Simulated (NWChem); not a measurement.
# GeSiH$_{6}$S; SMILES [SiH3][S][GeH3]

```xyz
9

Si     0.5028     2.0279    -0.0007
S     -1.0929     0.5720    -0.0251
Ge     0.1740    -1.2926    -0.0018
H     -0.1629     3.3732    -0.0124
H      1.3558     1.8937     1.2327
H      1.3947     1.8918    -1.2061
H      1.0891    -1.3244    -1.2531
H     -0.8313    -2.4663    -0.0225
H      1.0395    -1.3268     1.2842
```
Atoms are numbered in this order, from 1.

Level: PBE-D3(BJ)/def2-SVP (NWChem), optimised geometry, unscaled harmonic frequencies. 

```
frequency (cm⁻¹)  IR intensity (km/mol)
----------------  ---------------------
50                                  0.1
90                                  0.3
109                                 0.1
377                                25.4
490                                39.0
541                                29.3
548                                 9.3
606                                17.6
628                                14.2
797                               251.6
832                                29.2
850                                19.1
890                                37.8
891                               189.5
926                                86.1
2078                               57.3
2088                               92.1
2115                               85.7
2152                               71.9
2158                              102.9
2188                               84.4
```

```json
{
  "zero_point_energy": "30.6 kcal/mol",
  "thermal correction to the enthalpy at 298.15 K (with zero-point energy)": "35.4 kcal/mol",
  "heat capacity Cv": "22.3 cal/(mol K)",
  "entropy at 298.15 K and 1 atm (symmetry number 1)": "84.2 cal/(mol K)",
  "dipole_moment": "1.24 D"
}
```

Rigid rotor and harmonic oscillator; modes under 100 cm⁻¹ make the entropy uncertain.
